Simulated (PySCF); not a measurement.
Nb(F)5 cation (F5Nb), SMILES [F][Nb]([F])([F])([F])[F] (connectivity only; charge and spin as stated), charge +1, multiplicity 2.

Coordinates come from a r2SCAN-D4/def2-SVP optimisation. A frequency run showed that this geometry is not a minimum. The multiplicity is an assumed one; no other spin state was optimised. The isomer is the one that the SMILES or the coordinates give; other isomers of the formula were not compared. The def2 effective core potentials stand for the cores of Nb; spin–orbit coupling is left out.

Method: TDA-PBE/def2-SVPD (PySCF).

Vertical excitations. The molecule is in vacuum.

| state | energy (eV) | λ (nm) | f | main pairs |
|---|---|---|---|---|
| root 1 | 1.12 | 1107 | 0.000 | β HOMO−1→LUMO 99 % |
| root 2 | 1.51 | 823 | 0.008 | β HOMO→LUMO 75 %, β HOMO−7→LUMO 20 % |
| root 3 | 1.52 | 818 | 0.001 | β HOMO−2→LUMO 100 % |
| root 4 | 1.76 | 706 | 0.000 | β HOMO−4→LUMO 91 % |
| root 5 | 1.78 | 697 | 0.001 | β HOMO−3→LUMO 96 % |
| root 6 | 1.87 | 664 | 0.000 | β HOMO−5→LUMO 91 % |
| root 7 | 2.22 | 559 | 0.016 | β HOMO−7→LUMO 79 %, β HOMO→LUMO 16 % |
| root 8 | 2.62 | 473 | 0.014 | β HOMO−6→LUMO 76 %, β HOMO−11→LUMO 19 % |
| root 9 | 2.88 | 431 | 0.001 | β HOMO−8→LUMO 100 % |
| root 10 | 3.24 | 382 | 0.001 | β HOMO−9→LUMO 100 % |
Unrestricted roots are not spin-pure.
